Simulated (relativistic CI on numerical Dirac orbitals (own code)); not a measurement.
# Hyperfine structure of Mo³⁴⁺, mass number 97

Method of calculation: Dirac-Coulomb-Breit CI, separate exchange-only KLI orbitals for each configuration, model QED (radiative potential, 1s self-energy scaled to tabulated hydrogen-like ionisation energies), unscaled Slater integrals (own radial code, finite nucleus).

Configuration list (outside the closed core 1s2): 2s2 2p4, 2s 2p5, 2p6, 2p5 3s, 2p5 3p, 2p5 3d, 2s2 2p3 3s, 2s2 2p3 3p, 2s2 2p3 3d, 2s 2p4 3s, 2s 2p4 3p, 2s 2p4 3d, 2s2 2p3 4s, 2s2 2p3 4p, 2s2 2p3 4d, 2s2 2p3 4f. Levels of other configurations are missing.

Nuclear spin I = 5/2, μ = -0.9324 μN, Q = 0.255 b (tables of Stone and Pyykkö). The electronic factors are computed for point nuclear moments, without core polarisation or the Bohr-Weisskopf and QED corrections.

| Level | E (Ry) | A (GHz) | B (GHz) |
| --- | --- | --- | --- |
| 2s2 2p4 3P_2 | 0.0000 | -47.86 | 15.9 |
| 2s2 2p4 3P_1 | 7.8622 | 9.829 | -31.2 |
| 2s2 2p4 1D_2 | 8.9112 | -109.8 | -78.5 |
| 2s 2p5 3P°_2 | 21.7451 | -264.6 | -62.1 |
| 2s 2p5 3P°_1 | 24.2830 | 106 | -1.78 |
| 2s 2p5 1P°_1 | 32.2824 | -537.4 | -29.4 |

Levels with J = 0, under 50 % of one LS term, or S terms without an open s electron are left out. Small factors come from cancelling terms and can be off by tens of per cent or more.

At this charge energies of transitions that change n are usually good to better than 1 %, and those within a shell (Δn = 0) to a few per cent.

Question: Give the hyperfine levels of 2s2 2p4 3P_2 relative to its centre of gravity.

Answer: With K = F(F + 1) − I(I + 1) − J(J + 1), E = AK/2 + B[¾K(K + 1) − I(I + 1)J(J + 1)]/[2I(2I − 1)J(2J − 1)]: F = 1/2: 346.1, F = 3/2: 267.2, F = 5/2: 139.6, F = 7/2: -30.67, F = 9/2: -235.3 GHz.

LS names give the leading component of a level, which can be under half, so a name can repeat, a term be missing and a line seem to break the LS rules.
